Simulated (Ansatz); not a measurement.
Compare A (`C[SiH2][SiH2]CF`) with its isomer B (`C[SiH](C)[SiH2]F`).

Computed with Ansatz on PBE0-D4/def2-TZVP structures; ΔE is electronic, products minus reactants. CCSD(T)/CBS is the MP2 limit (def2-TZVPP, def2-QZVPP) plus CCSD(T) − MP2 in def2-TZVPP, frozen cores. Functionals use def2-TZVPP. B3LYP here is the variant with VWN-RPA as its local correlation; programs differ in this. Each species was taken in one conformer, which may not be the lowest.

Problem. Which is lower in electronic energy at CCSD(T)/CBS, and by how much? (Best estimate.)

Solution. Ansatz gave: B, by 238.6 kJ/mol.

Problem. Give E(B) − E(A) in kJ/mol with PBE0-D4, B3LYP-D4, PBE-D4, BLYP-D4, CCSD(T)/def2-TZVPP, r2SCAN-D4, B2PLYP. (Estimate.)

Solution. The calculation gave: PBE0-D4 -226.0, B3LYP-D4 -228.7, PBE-D4 -218.9, BLYP-D4 -222.7, CCSD(T)/def2-TZVPP -233.5, r2SCAN-D4 -232.3, B2PLYP -235.3. None reverses the order clearly.

Problem. Does the order hold for the free energy at 298.15 K (harmonic terms from PBE0-D4)? (Estimate.)

Solution. Ansatz gave: Yes: G(B) − G(A) = -233.2 kJ/mol, for one conformer each. Modes under 60 cm⁻¹, often nearly free rotors, make the harmonic entropy too high.

Largest T1 diagnostic: 0.012.

From r2SCAN to r2SCAN0 (25 % exact exchange), in def2-TZVPP and without D4, E(B) − E(A) moves by −3.6 kJ/mol. At CCSD(T), def2-SVP lies +29.7 kJ/mol from the extrapolated value and def2-TZVPP +5.1 kJ/mol.
